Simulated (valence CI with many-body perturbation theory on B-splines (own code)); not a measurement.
## E1 line list for Ar11+

Level of theory: configuration interaction combined with many-body perturbation theory (CI+MBPT): five valence electrons over a frozen Dirac-Fock core [He], a basis of 9 s, 9 p, 8 d, 6 f, 3 g, 1 h functions for each j, with the one-electron correlation potential Σ1, the two-electron term Σ2, the three-electron term Σ3, Breit, model QED; selected CI, second order for the rest, scaled by the run's own slope (own B-spline code, finite nucleus).

No measured levels were compared; by estimate levels of excited configurations hold to 0.05 to 0.15 % of their energy, terms of the ground configuration to about 0.5 %. Among the levels kept, up to 2400 cm⁻¹ of a level comes from second order outside the variational space, and about a tenth of that is noise between levels of different J, which matters for small intervals.

Lines 151 to 200 of 267 in falling wavelength, among levels below 29.879 Ry, chosen from the strongest by gf and those to the six lowest levels. Wavelengths and rates use the calculated energies, so an error of 400 cm⁻¹ moves a line at 3.640 nm by 0.015 % and its rate by three times that or more. Electric multipoles are in the length gauge, E1 and E2 with the static RPA response of the core. Weak lines are less certain than strong ones. Lines between different terms over intervals too small for the method are left out, as are lines whose strength nearly cancels.

Names give the largest LS component (configuration and term), which can be under half, so a name can repeat, a term be missing and a line seem to break the LS rules; names also repeat where a configuration has a term twice. Letters in brackets count levels of one name in rising energy.

```tsv
λ vac (nm)	Upper	Lower	A (s⁻¹)	log gf	Branch %
3.640	2s2 2p2 3s 2P_1/2	2s2 2p3 2P°_1/2	1.57e+11	-1.20	25.2
3.630	2s2 2p2 3s 2P_3/2	2s2 2p3 2P°_3/2	1.96e+11	-0.81	31.7
3.624	2s2 2p2 3s 2P_3/2	2s2 2p3 2P°_1/2	7.12e+10	-1.25	11.5
3.611	2s2 2p2 3s 4P_1/2	2s2 2p3 2D°_3/2	8.37e+09	-2.49	4.0
3.604	2s2 2p2 3s 4P_3/2	2s2 2p3 2D°_5/2	4.61e+09	-2.44	2.2
3.600	2s2 2p2 3s 4P_3/2	2s2 2p3 2D°_3/2	1.72e+09	-2.87	0.8
3.590	2s2 2p2 3s 4P_5/2	2s2 2p3 2D°_5/2	5.17e+09	-2.22	2.5
3.586	2s2 2p2 3s 4P_5/2	2s2 2p3 2D°_3/2	1.81e+08	-3.68	0.1
3.570	2s2 2p2 3s 2D_5/2	2s2 2p3 2P°_3/2	7.56e+10	-1.06	19.9
3.570	2s2 2p2 3s 2P_1/2	2s2 2p3 2D°_3/2	4.40e+11	-0.77	70.5
3.569	2s2 2p2 3s 2D_3/2	2s2 2p3 2P°_3/2	1.27e+11	-1.01	32.6
3.563	2s2 2p2 3s 2D_3/2	2s2 2p3 2P°_1/2	5.84e+10	-1.35	15.0
3.558	2s2 2p2 3s 2P_3/2	2s2 2p3 2D°_5/2	3.50e+11	-0.58	56.6
3.554	2s2 2p2 3s 2P_3/2	2s2 2p3 2D°_3/2	1.25e+09	-3.02	0.2
3.500	2s2 2p2 3s 2D_5/2	2s2 2p3 2D°_5/2	2.56e+11	-0.55	67.3
3.499	2s2 2p2 3s 2D_3/2	2s2 2p3 2D°_5/2	2.21e+09	-2.79	0.6
3.496	2s2 2p2 3s 2D_5/2	2s2 2p3 2D°_3/2	4.76e+10	-1.28	12.5
3.495	2s2 2p2 3s 2D_3/2	2s2 2p3 2D°_3/2	2.02e+11	-0.83	51.7
3.491	2s2 2p2 3s 4P_1/2	2s2 2p3 4S°_3/2	2.00e+11	-1.14	95.3
3.480	2s2 2p2 3s 4P_3/2	2s2 2p3 4S°_3/2	2.01e+11	-0.84	96.2
3.473	2s2 2p2 3s 2S_1/2	2s2 2p3 2P°_3/2	2.11e+11	-1.12	58.3
3.468	2s2 2p2 3s 4P_5/2	2s2 2p3 4S°_3/2	2.02e+11	-0.66	97.4
3.467	2s2 2p2 3s 2S_1/2	2s2 2p3 2P°_1/2	1.45e+11	-1.28	40.2
3.452	2s2 2p2 3s 2P_1/2	2s2 2p3 4S°_3/2	7.65e+08	-3.56	0.1
3.402	2s2 2p2 3s 2S_1/2	2s2 2p3 2D°_3/2	5.34e+09	-2.73	1.5
3.383	2s2 2p2 3s 2D_5/2	2s2 2p3 4S°_3/2	1.24e+09	-2.89	0.3
3.347	2s2 2p2 3d 4F_3/2	2s2 2p3 2P°_3/2	3.99e+09	-2.57	10.2
3.341	2s2 2p2 3d 4F_3/2	2s2 2p3 2P°_1/2	9.90e+08	-3.18	2.5
3.328	2s2 2p2 3d 2P_3/2 [a]	2s2 2p3 2P°_3/2	2.77e+11	-0.74	36.1
3.325	2s2 2p2 3d 4D_1/2	2s2 2p3 2P°_3/2	5.51e+10	-1.74	23.8
3.322	2s2 2p2 3d 2P_3/2 [a]	2s2 2p3 2P°_1/2	9.16e+10	-1.22	11.9
3.320	2s2 2p2 3d 4D_1/2	2s2 2p3 2P°_1/2	9.72e+10	-1.49	41.9
3.318	2s2 2p2 3d 4D_3/2	2s2 2p3 2P°_3/2	1.76e+11	-0.94	31.2
3.313	2s2 2p2 3d 4D_3/2	2s2 2p3 2P°_1/2	6.98e+10	-1.34	12.4
3.311	2s2 2p2 3d 2F_5/2 [a]	2s2 2p3 2P°_3/2	1.08e+10	-1.97	1.7
3.308	2s2 2p2 3d 2P_1/2 [a]	2s2 2p3 2P°_3/2	3.41e+11	-0.95	31.5
3.302	2s2 2p2 3d 2P_1/2 [a]	2s2 2p3 2P°_1/2	6.53e+11	-0.67	60.4
3.299	2s2 2p2 3d 4P_5/2	2s2 2p3 2P°_3/2	2.07e+09	-2.69	0.1
3.295	2s2 2p2 3d 4P_3/2	2s2 2p3 2P°_3/2	3.54e+08	-3.64	0.0
3.290	2s2 2p2 3d 4P_3/2	2s2 2p3 2P°_1/2	8.44e+08	-3.26	0.0
3.285	2s2 2p2 3d 4F_3/2	2s2 2p3 2D°_5/2	4.29e+08	-3.56	1.1
3.282	2s2 2p2 3d 4F_3/2	2s2 2p3 2D°_3/2	2.47e+10	-1.80	63.3
3.281	2s2 2p2 3d 4F_5/2	2s2 2p3 2D°_5/2	6.95e+09	-2.17	15.6
3.277	2s2 2p2 3d 4F_5/2	2s2 2p3 2D°_3/2	1.49e+10	-1.84	33.6
3.274	2s2 2p2 3d 4F_7/2	2s2 2p3 2D°_5/2	1.47e+10	-1.72	90.5
3.267	2s2 2p2 3d 2P_3/2 [a]	2s2 2p3 2D°_5/2	1.43e+11	-1.04	18.7
3.263	2s2 2p2 3d 2P_3/2 [a]	2s2 2p3 2D°_3/2	1.33e+11	-1.07	17.3
3.261	2s2 2p2 3d 4D_5/2	2s2 2p3 2D°_5/2	6.91e+08	-3.18	0.2
3.261	2s2 2p2 3d 4D_1/2	2s2 2p3 2D°_3/2	2.89e+10	-2.04	12.4
3.261	2s2 2p2 3d 2D_3/2 [a]	2s2 2p3 2P°_3/2	4.02e+11	-0.59	19.1
```
